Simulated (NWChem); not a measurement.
System meant: bromine (Br$_{2}$); SMILES BrBr

Here is an NWChem input.

```
start job
memory heap 200 mb stack 900 mb global 1100 mb
geometry units angstroms noautosym nocenter noautoz
  Br     0.000000     0.000000     1.149184
  Br     0.000000     0.000000    -1.149184
end
basis spherical
  Br library 6-31g*
end
dft
  xc m06-2x
  iterations 150
end
property
  shielding 1 1
end
task dft property
```

End of the output:

```
 Vector   38  Occ=0.000000D+00  E= 3.090268D-01
              MO Center=  1.2D-07,  3.6D-07,  1.2D-04, r^2= 6.8D+00
   Bfn.  Coefficient  Atom+Function         Bfn.  Coefficient  Atom+Function
  ----- ------------  ---------------      ----- ------------  ---------------
    17      0.857097  1 Br pz                49      0.857020  2 Br pz
    10      0.696032  1 Br s                 13     -0.695600  1 Br pz
    42     -0.696041  2 Br s                 45     -0.695537  2 Br pz
    14      0.506487  1 Br s                 46     -0.506479  2 Br s
     9      0.211261  1 Br pz                41      0.211246  2 Br pz

 center of mass
 --------------
 x =   0.00000000 y =   0.00000000 z =   0.00000000

 moments of inertia (a.u.)
 ------------------
         753.777663620993           0.000000000000           0.000000000000
           0.000000000000         753.777663620993           0.000000000000
           0.000000000000           0.000000000000           0.000000000000

     Multipole analysis of the density
     ---------------------------------

     L   x y z        total         alpha         beta         nuclear
     -   - - -        -----         -----         ----         -------
     0   0 0 0     -0.000000    -35.000000    -35.000000     70.000000

     1   1 0 0     -0.000000     -0.000000     -0.000000      0.000000
     1   0 1 0      0.000000      0.000000      0.000000      0.000000
     1   0 0 1     -0.000009     -0.000004     -0.000004      0.000000

     2   2 0 0    -27.658121    -13.829061    -13.829061      0.000000
     2   1 1 0     -0.000000     -0.000000     -0.000000      0.000000
     2   1 0 1     -0.000001     -0.000000     -0.000000      0.000000
     2   0 2 0    -27.658121    -13.829061    -13.829061      0.000000
     2   0 1 1     -0.000001     -0.000001     -0.000001      0.000000
     2   0 0 2    -24.067773   -177.095033   -177.095033    330.122293

          -----------------------------------------
          Chemical Shielding Tensors (GIAO, in ppm)
          -----------------------------------------

 ------------------------------------------------------------------------
  xm06: d2 not coded                    0
 ------------------------------------------------------------------------
 ------------------------------------------------------------------------
  current input line :
    17: task dft property
 ------------------------------------------------------------------------
 ------------------------------------------------------------------------
 This error has not yet been assigned to a category
 ------------------------------------------------------------------------
 For more information see the NWChem manual at https://nwchemgit.github.io

0: xm06: d2 not coded:Received an Error in Communication
```

Problem. Can this run be used? If not, why, and what is the fix?

Solution. The run crashed. Cause: this functional's second derivatives, which shieldings need, aren't coded here; the fix takes a hybrid GGA instead. This input runs:
```
start job
memory heap 200 mb stack 900 mb global 1100 mb
geometry units angstroms noautosym nocenter noautoz
  Br     0.000000     0.000000     1.149184
  Br     0.000000     0.000000    -1.149184
end
basis spherical
  Br library 6-31g*
end
dft
  xc pbe0
  iterations 150
end
property
  shielding 1 1
end
task dft property
```
It converges to -5147.08678 Ha (PBE0/6-31G* (spherical d), GIAO).
